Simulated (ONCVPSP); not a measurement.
# Hardness and transferability of assorted potentials

Generated with ld1.x 7.5 (TM, RRKJ, ultrasoft, PAW), atompaw 4.2 or ONCVPSP 4.0.1. The cutoff is in Ry: for ld1.x and atompaw files where the sum of valence levels is converged to 10 mRy in a Bessel basis, for ONCV files where the hardest occupied wave has 1 mHa per electron of residual kinetic energy. The error is the largest all-electron minus pseudo excitation energy over each file’s own four to seven test configurations (ionisations up to +4, promotions, holes and added fractions of an electron), all of which were solved. The labels leave out finer settings (local radius, basis sizes, second energies), which also bear on the numbers. Spin-polarised tests are not counted. The rows are a selection from randomly drawn settings: files with unsolved tests, undetermined cutoffs or missed reference levels are left out.

A true bound ghost makes a file unfit for plane-wave use even where its test errors are small: the radial tests pick states by their node count and pass the ghost by.

```tsv
element	potential	cutoff (Ry)	largest error (meV)	bound ghosts
As	ONCV, PBE, scalar-relativistic, rc 1.05/1.00/0.80 (spd), local smoothed, core correction yes, reference 3s2 3p6 3d10 4s2 4p3, qcut 11/17/23.1, projectors 2/2/2	368	-43	none
In	ONCV, PBE, scalar-relativistic, rc 1.50/1.05/1.75 (spd), local smoothed, core correction yes, reference 4s2 4p6 4d10 5s1, qcut 10.4/8.8/10.7, projectors 2/2/2	284	-6.6	none
In	ONCV, LDA (Perdew-Zunger), scalar-relativistic, rc 1.50/1.55/1.05 (spd), local smoothed, core correction yes, reference 4s2 4p6 4d10 5s2, qcut 9.5/7.5/10.7, projectors 2/3/3	86	-18	none
Sn	ONCV, PBE, scalar-relativistic, rc 1.75/2.65 (sp), local s, core correction no, reference 5s2 5p1, qcut 3.2/3.2, projectors 0/2	18	+165	none
Ce	ONCV, PBE, scalar-relativistic, rc 2.15/2.85/4.00/1.15 (spdf), local smoothed, core correction yes, reference 4f1 5s2 5p6 5d1 6s2, qcut 5.9/5.8/3.6/16, projectors 2/2/3/2	208	-133	s, p, d
Hf	ONCV, PBE, scalar-relativistic, rc 1.36/2.00/3.10 (spd), local smoothed, core correction yes, reference 5s2 5p6 5d2 6s1, qcut 5.7/6.5/4.7, projectors 2/1/2	208	+168	none
```

**Question.** Fill in the row for B: ONCV, PBE, non-relativistic, rc 1.15/3.45 (sp), local s, core correction yes, reference 2s1.5 2p1.5, qcut 7.4/4.7, projectors 0/2.

**Answer.** cutoff 24 Ry, largest error +522 meV, bound ghosts: none.

**Question.** Fill in the row for H: ONCV, LDA (Perdew-Zunger), scalar-relativistic, rc 0.80/0.80 (sp), local smoothed, core correction no, reference 1s0.75, qcut 6.7/8.4, projectors 2/3.

**Answer.** cutoff 51 Ry, largest error +0.1 meV, bound ghosts: p.
